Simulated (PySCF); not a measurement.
C5H8ClFSi.
SMILES with atom numbers: `[F:1][CH2:2][C@H:3]1[CH:4]=[C:5]1[SiH2:6][CH2:7][Cl:8]`

Cartesian coordinates in Å at the GFN2-xTB level; atoms count from 1:
```
atom  x, y, z in Å
F1    -1.603    1.133   -1.345
C2    -1.596   -0.247   -1.258
C3    -1.495   -0.676    0.184
C4    -0.702   -1.878    0.560
C5    -0.123   -0.742    0.843
Si6    1.282    0.355    1.361
C7     1.687    1.397   -0.193
Cl8    2.307    0.311   -1.473
H9    -0.733   -0.591   -1.837
H10   -2.527   -0.584   -1.728
H11   -2.351   -0.381    0.785
H12   -0.707   -2.940    0.561
H13    2.444   -0.449    1.736
H14    0.843    1.266    2.422
H15    2.458    2.144   -0.020
H16    0.811    1.892   -0.607
```

Definitions: NICS(0) = −σiso at the ring centroid; NICS(1) = −σiso and NICS(1)zz = −σzz at ±1 Å along the ring normal z. Level: GIAO PBE0/pcSseg-1 (PySCF, non-relativistic, gas phase) on the GFN2-xTB geometry, one conformer.

Ring bond lengths (Å), with Mayer bond orders in brackets: C3–C4 1.488 (0.93), C4–C5 1.306 (1.69), C5–C3 1.523 (0.88).

Question: What do the NICS probes read (ppm)?

Answer: 
```json
{"ring": "C3–C4–C5", "type": "3-membered carbocycle; formal bonds 1 double, 2 single", "NICS(0)": "-29.1", "NICS(1), two faces": "-8.3 / -7.4", "NICS(1)zz, two faces": "-18.7 / -15.9", "rms pucker (Å)": "0.00", "centre to ring atoms, mean (Å)": "0.83"}
```

Question: What do they say, and how far can they be read as aromaticity?

Answer: 
- C3–C4–C5: mean NICS(1)zz -17.3 ppm, shielded. C3 has four or more neighbours, and the NICS criterion for π rings isn't applied. NICS(0) lies 21 ppm below the mean NICS(1).

Question: What are the shieldings of the ring atoms and their hydrogens in the same run (means over atoms taken as equivalent)?

Answer: 
```csv
atoms,environment,σ isotropic (ppm),"principal values of the symmetric part, first atom (ppm)"
C3,allylic carbon,164.5,"113.6, 136.9, 243.0"
C4,alkene CH carbon,45.8,"-117.6, 80.3, 174.6"
C5,fully substituted alkene carbon,58.2,"-81.6, 58.8, 197.4"
H11,methine hydrogen,29.80,"23.9, 27.1, 38.4"
H12,vinylic hydrogen,23.49,"18.7, 24.7, 27.1"
```

Hardware: Arm Neoverse N1, one thread, shared host. Cost: 58 s of wall time, 0.85 GiB resident at most. This is the whole shielding run at PBE0/pcSseg-1, SCF included.
